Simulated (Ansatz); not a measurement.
What each rung costs, and what it gives

Saddle point of GaNH₃ClO, closed shell (GaNH₃ClO ([NH2][Ga]([OH])[Cl]) → GaNHCl ([NH][Ga][Cl]) + H₂O (still joined by a long Ga–O bond); bonds formed: O2–H4; bonds broken: N3–H4; bonds weakened to dative contacts: Ga1–O2), PBE0-D4/def2-TZVP structure:

```
7
angstrom
Ga -0.3112 0.7261 0.4318
O 0.3054 -1.1953 0.4723
N 0.4133 0.5371 -1.1492
H 0.5909 -0.7686 -0.5236
Cl -1.3596 1.3391 2.1506
H -0.3220 -1.9190 0.3936
H 0.6832 1.2807 -1.7755
```

Barriers are electronic and count from the start structure reached by relaxing down the imaginary mode.

Program: Ansatz 0.2.0. Basis: as named in each row. Cores are frozen in the correlated methods. Filled d shells of the heavier atoms are correlated. The def2 sets are not built for correlating such inner shells, so the correlated values are less sure here. B3LYP uses VWN-RPA correlation. Extrapolation: Hartree–Fock as exp(−7.88 √X), correlation as X^−2.97.

Times are rough, for one single point on 4 threads of a shared host (Intel Xeon).

The estimate by CCSD(T) at an estimated basis limit (MP2 extrapolated from triple and quadruple zeta, plus CCSD(T) − MP2 in triple zeta) is 59.35 kcal/mol.

| method | basis | time (s) | barrier (kcal/mol) | method less estimate |
| --- | --- | --- | --- | --- |
| HF | STO-3G | 1 | 64.97 | 5.61 |
| PBE-D4 | STO-3G | 2 | 24.21 | -35.14 |
| SPW92 | def2-SVP | 2 | 46.15 | -13.20 |
| PBE0-D4 | def2-SVP | 2 | 56.53 | -2.83 |
| PBE-D4 | def2-SVP | 3 | 49.80 | -9.55 |
| B3LYP-D4 | 6-31G | 3 | 61.24 | 1.88 |
| SPW92 | def2-TZVPP | 4 | 47.96 | -11.39 |
| PBE-D4 | def2-TZVPP | 6 | 51.74 | -7.61 |
| wB97M-V | def2-SVP | 6 | 58.56 | -0.79 |
| BLYP-D4 | def2-TZVPP | 6 | 53.43 | -5.93 |
| r2SCAN-D4 | def2-TZVPP | 8 | 56.46 | -2.90 |
| CCSD(T) | def2-SVP | 9 | 59.59 | 0.23 |
| PBE0-D4 | def2-TZVPP | 11 | 57.94 | -1.41 |
| B3LYP-D4 | def2-TZVPP | 11 | 58.31 | -1.04 |
| BHLYP-D4 | def2-TZVPP | 11 | 65.25 | 5.90 |
| CAM-B3LYP-D4 | def2-TZVPP | 14 | 60.84 | 1.49 |
| PBE-QIDH | def2-TZVPP | 15 | 60.78 | 1.43 |
| r2SCAN0-D4 | def2-TZVPP | 16 | 60.64 | 1.29 |
| B97M-V | def2-TZVPP | 17 | 58.94 | -0.41 |
| wB97M-V | def2-TZVPP | 19 | 60.16 | 0.81 |
| B2PLYP | def2-TZVPP | 19 | 58.57 | -0.79 |
| RPA on PBE | def2-TZVPP | 19 | 57.55 | -1.80 |
| wB97X-V | def2-TZVPP | 20 | 62.12 | 2.76 |
| MP2 | def2-QZVPP | 44 | 58.11 | -1.24 |
| CCSD(T) | def2-TZVPP | 100 | 59.57 | 0.21 |

All methods are single points on the PBE0-D4 structures.

No T1 diagnostic of these runs exceeds 0.018.

Labels in which every atom is bracketed show which atoms are joined, not bond orders.
